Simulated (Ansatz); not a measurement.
A nudged elastic band was laid between two geometries of C2H8AlFN2 (14 atoms, charge 0, multiplicity 1).

The calculation used Ansatz, RKS CAM-B3LYP-D4/6-31G.

```
movable images  : 9
climbing image  : yes
spring          : 5.0 eV/Å²
optimiser       : quadratic models (default)
start path      : through a guess of the saddle point
force threshold : 0.05 eV/Å
iteration limit : 27
end points      : relaxed
```

Initial state:

```xyz
14
Properties=species:S:1:pos:R:3
C 0.798 0.679 1.906
N 0.549 -0.531 1.115
Al -0.184 -0.564 -0.511
N -0.433 -2.095 -1.401
C -0.668 1.167 -1.369
F -1.098 2.078 -0.309
H 0.395 1.546 1.378
H 0.303 0.634 2.884
H 1.869 0.848 2.077
H 0.829 -1.378 1.593
H -0.162 -3.008 -1.065
H -0.876 -2.157 -2.307
H 0.164 1.659 -1.883
H -1.499 1.093 -2.078
```

Final state:

```xyz
14
Properties=species:S:1:pos:R:3
C 0.935 0.667 1.969
N 0.613 -0.510 1.164
Al -0.185 -0.515 -0.438
N -0.533 -2.004 -1.350
C -0.737 1.191 -1.297
F -1.324 0.795 -2.575
H 0.615 1.576 1.449
H 0.428 0.658 2.942
H 2.013 0.764 2.152
H 0.894 -1.374 1.611
H -0.328 -2.952 -1.075
H -0.984 -1.957 -2.253
H -1.504 1.752 -0.752
H 0.084 1.881 -1.520
```

Problem. What changes between the two ends?

Solution. No bond is made or broken. The dihedral N4–Al3–C5–H13 goes from -94 to 116°.

Problem. What energy profile does the band end with?

Solution. The run converged. The highest image is number 7 of 0 to 10, 0.070 eV above the first end and 0.036 eV above the last; the last end lies 0.034 eV above the first. Beside the main top the profile has a ripple of under 15 meV (maxima at images 2, 7), which may be a very shallow well or noise. A vibrational analysis at the climbing image gives no mode beyond 40i cm⁻¹: the surface is too flat there to confirm a saddle point. Limits of this set-up: no polarisation functions.

```csv
image,path coordinate (Å),energy (eV),dihedral N4–Al3–C5–H13 (°)
0,0.00,0.000,-94
1,0.70,0.007,-73
2,1.40,0.009,-54
3,2.11,0.000,-34
4,2.81,0.009,-14
5,3.51,0.052,7
6,4.21,0.069,26
7,4.91,0.070,47
8,5.69,0.061,70
9,6.46,0.044,93
10,7.24,0.034,116
```

Problem. What is the geometry of the highest image?

Solution. 
```xyz
14
Properties=species:S:1:pos:R:3
C 0.767 0.628 2.012
N 0.538 -0.523 1.141
Al -0.190 -0.506 -0.495
N -0.360 -2.023 -1.422
C -0.816 1.205 -1.290
F 0.116 1.509 -2.377
H 0.434 1.545 1.515
H 0.215 0.551 2.957
H 1.829 0.761 2.252
H 0.861 -1.390 1.551
H -0.049 -2.932 -1.113
H -0.742 -2.061 -2.356
H -1.814 1.147 -1.739
H -0.802 2.060 -0.608
```

Run time: 14 min on 1 thread of Arm Neoverse V1, on a shared host, peak memory 0.23 GiB.
